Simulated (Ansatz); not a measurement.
Two members of one family (Series TiX3), computed with Ansatz in the gas phase. The two geometries come from different levels. HOMO and LUMO are taken over both spins. Binding counts from free atoms in the multiplicity of their measured ground term, without zero-point energy. The spins of the ions were chosen, not always searched. A dash marks a value that wasn't run or was left out as unsound. The structures are stationary points that may keep the symmetry of their start.

First: TiCl3 (doublet, charge 0, r2SCAN-D4/def2-SVP geometry; oxidised ion singlet).

```xyz
4

Ti    0.0067    0.0042   -0.0025
Cl    0.4461    0.6675    2.0348
Cl    0.8343   -1.8810   -0.7424
Cl   -1.2871    1.2094   -1.2899
```

```csv
level,HOMO (eV),LUMO (eV),gap (eV),vertical IE (eV),binding per atom (eV)
PBE-D4/def2-TZVP,-5.50,-4.39,1.11,8.55,–
r2SCAN-D4/def2-TZVP,-6.13,-4.26,1.87,8.92,–
B97M-V/def2-TZVP,-6.15,-4.18,1.97,–,3.68
PBE0-D4/def2-TZVPD,-7.71,-3.28,4.43,–,3.57
BHLYP-D4/def2-TZVP,-9.90,-1.85,8.05,–,3.25
```

Metal–donor distances: 3 × Cl 2.19 Å.

Second: TiF3 (doublet, charge 0, PBE-D4/def2-TZVP geometry; oxidised ion singlet).

Cartesian coordinates in Å:
```
Ti 0.001 0.000 0.000
F -1.065 -1.405 -0.231
F 1.469 0.174 -0.987
F -0.404 1.231 1.217
```

Problem. Estimate the same table for the second.

Solution. 
```csv
level,HOMO (eV),LUMO (eV),gap (eV),vertical IE (eV),binding per atom (eV)
PBE-D4/def2-TZVP,-5.35,-4.02,1.33,9.16,–
r2SCAN-D4/def2-TZVP,-5.89,-3.82,2.07,9.48,–
B97M-V/def2-TZVP,-5.84,-3.69,2.15,–,4.74
PBE0-D4/def2-TZVPD,-7.34,-2.63,4.71,–,4.66
BHLYP-D4/def2-TZVP,-9.54,-1.81,7.73,–,4.26
```

Metal–donor distances: 3 × F 1.78 Å.
